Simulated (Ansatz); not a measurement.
Two isomers of C2H7NOSn: A = `C[NH][SnH2][CH]=O`, B = `C[O][SnH2][CH]=N`.

Computed with Ansatz on PBE0-D4/def2-TZVP structures; ΔE is electronic, products minus reactants. CBS: MP2 limit from def2 TZ/QZ plus the TZ coupled-cluster correction, frozen cores. DFT in def2-TZVPP. B3LYP here is the variant with VWN-RPA as its local correlation; programs differ in this. Elements past krypton have def2 core potentials. For Sn outer-core shells are correlated without core-valence functions, which leaves a few kJ/mol of doubt a bond. Each species was taken in one conformer, which may not be the lowest.

(1) Which is lower in electronic energy at CCSD(T)/CBS, and by how much? (Best estimate.)

(2) Give E(B) − E(A) in kJ/mol with HF/def2-TZVPP, B3LYP-D4, ωB97M-V, B2PLYP, CCSD/def2-TZVPP, CCSD(T)/def2-TZVPP, MP2/def2-TZVPP. (Best estimate.)

Largest T1 diagnostic: 0.015.

Answers

(1) The calculation gave: B, by 16.5 kJ/mol.

(2) Ansatz gave: HF/def2-TZVPP -13.5, B3LYP-D4 -12.5, ωB97M-V -12.1, B2PLYP -13.3, CCSD/def2-TZVPP -14.0, CCSD(T)/def2-TZVPP -14.4, MP2/def2-TZVPP -11.9. None reverses the order clearly.
